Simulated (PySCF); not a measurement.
PySCF 2.14 output of an unrestricted TPSS calculation on a single atom or ion in cc-pVDZ (6s5p3d1f, 43 functions), with no relativity, point nucleus:

```
SCF conv_tol = 1e-09
number electrons alpha = 14  beta = 13
    J. Tao, J. P. Perdew, V. N. Staroverov, and G. E. Scuseria.,  Phys. Rev. Lett. 91, 146401 (2003)
    J. P. Perdew, J. Tao, V. N. Staroverov, and G. E. Scuseria.,  J. Chem. Phys. 120, 6898 (2004)
    J. Tao, J. P. Perdew, V. N. Staroverov, and G. E. Scuseria.,  Phys. Rev. Lett. 91, 146401 (2003)
    J. P. Perdew, J. Tao, V. N. Staroverov, and G. E. Scuseria.,  J. Chem. Phys. 120, 6898 (2004)
cycle= 1 E= -1508.02323665807  delta_E= 0.0174  |g|= 0.375  |ddm|= 0.48
cycle= 2 E= -1507.8852692032  delta_E= 0.138  |g|= 0.938  |ddm|= 0.676
cycle= 3 E= -1508.05311292973  delta_E= -0.168  |g|= 0.0505  |ddm|= 0.462
cycle= 4 E= -1508.05376930364  delta_E= -0.000656  |g|= 0.00738  |ddm|= 0.0475
cycle= 5 E= -1508.05379305163  delta_E= -2.37e-05  |g|= 0.00222  |ddm|= 0.022
cycle= 6 E= -1508.0538018152  delta_E= -8.76e-06  |g|= 0.00161  |ddm|= 0.023
cycle= 7 E= -1508.05380424773  delta_E= -2.43e-06  |g|= 0.000175  |ddm|= 0.0187
cycle= 8 E= -1508.05380427559  delta_E= -2.79e-08  |g|= 2.53e-05  |ddm|= 0.00179
cycle= 9 E= -1508.05380427572  delta_E= -1.35e-10  |g|= 2.55e-06  |ddm|= 1.82e-05
converged SCF energy = -1508.05380427572  <S^2> = 0.7858  2S+1 = 2.0354852
```

The run itself started from symmetry-adapted Hartree-Fock orbitals and held the occupation by maximum overlap, on a logarithmic radial grid, so the iterations belong to that start.

Question: Which element, charge and spin multiplicity is this?

Answer: Ni⁺ (nickel, charge +1), multiplicity 2; the state was [Ar] 3d9, 2D determinant.
